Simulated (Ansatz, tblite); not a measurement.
Cost and result up the ladder for [ReOF4]- (ReOF4⁻) (6 atoms). Total charge -1; singlet. Geometry: PBE0-D4/def2-SVPD.

```xyz
6

Re   -0.0519    0.1734   -0.0228
O    -0.5260    1.7567   -0.2310
F     0.4923   -0.6140   -1.7022
F    -1.5540   -1.0262   -0.2306
F    -0.2014   -0.3574    1.8299
F     1.8410    0.0676    0.3566
```

Ansatz on 4 threads of Arm Neoverse V2 on a shared host; xTB runs through tblite on one thread. Times are rough, summed over both states, and most runs start from the orbitals of an earlier one. ωB97X-V/def2-TZVPD serves as the yardstick here, not as an exact answer. The other state is a triplet at its own geometry.

In the def2 sets Re takes a core potential; there is no spin–orbit coupling. The xTB rows come from tblite. B3LYP takes the VWN-RPA correlation.

xTB has no spin-polarisation term.

| level | functions | wall time | triplet − singlet (eV) | difference from ωB97X-V/def2-TZVPD (eV) | remarks |
| --- | --- | --- | --- | --- | --- |
| GFN2-xTB | 29 | 0.006 s | 1.10 | 0.77 | – |
| GFN1-xTB | 29 | 0.007 s | 1.16 | 0.83 | – |
| PBE-D4/def2-TZVPD | 243 | 7.1 s | 0.20 | -0.14 | HOMO above zero (singlet), HOMO above zero (triplet) |
| revPBE-D4/def2-TZVPD | 243 | 7.5 s | 0.16 | -0.17 | HOMO above zero (singlet), HOMO above zero (triplet) |
| BLYP-D4/def2-TZVPD | 243 | 9.1 s | 0.24 | -0.10 | HOMO above zero (singlet), HOMO above zero (triplet) |
| PBE0-D4/def2-TZVPD | 243 | 13 s | 0.16 | -0.17 | – |
| B3LYP-D4/def2-TZVPD | 243 | 14 s | 0.23 | -0.10 | – |
| r2SCAN-D4/def2-TZVPD (with forces) | 243 | 16 s | 0.04 | -0.29 | HOMO above zero (singlet), HOMO above zero (triplet) |
| r2SCANh-D4/def2-TZVPD | 243 | 19 s | 0.03 | -0.30 | – |
| ωB97X-V/def2-TZVPD | 243 | 64 s | 0.33 | 0.00 | – |
